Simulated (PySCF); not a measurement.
# C₆ coefficients of unlike pairs at UHF

Calculated with PySCF 2.14 from the dipole response of each species, C₆(A,B) = (3/π) ∫ α_A(iu) α_B(iu) du, in atomic units, from isotropic polarisabilities. For ions this is the dispersion term alone; charge-induced terms of lower order in 1/R come first.

| species | configuration | basis | relativity | α (bohr³) | C₆ (like pair) |
| --- | --- | --- | --- | --- | --- |
| Cd³⁺ | [Kr] 4d9 (2D) | x2c-QZVPPall with one added diffuse shell each of s, p, d, f, g type (14s9p8d5f3g) | spin-free X2C | 3.486 | 15.45 |
| Co³⁺ | [Ar] 3d6 (5D) | aug-cc-pVTZ (8s7p5d3f2g) | none | 1.588 | 3.774 |
| Rb | [Kr] 5s1 (2S) | x2c-TZVPPall with one added diffuse shell each of s, p, d, f type (9s7p7d3f1g) | spin-free X2C | 483.7 | 8558 |
| Xe³⁺ | [Kr] 4d10 5s2 5p3 (4S) | aug-cc-pVQZ-PP with ECP28MDF (7s7p5d3f2g) | core potential | 9.729 | 56.08 |

Q: Estimate C₆ for Rb with Cd³⁺.

A: The integral gives 139.5. The combination rule 2 C_A C_B / (C_A α_B/α_A + C_B α_A/α_B) gives 119.9 and the geometric mean 363.6.

No spin-orbit coupling is included.

The other pairs:

```
      pair     C₆
  Xe³⁺, Rb  359.5
Xe³⁺, Cd³⁺  27.66
  Rb, Co³⁺  64.28
Xe³⁺, Co³⁺  13.23
Co³⁺, Cd³⁺  7.596
```
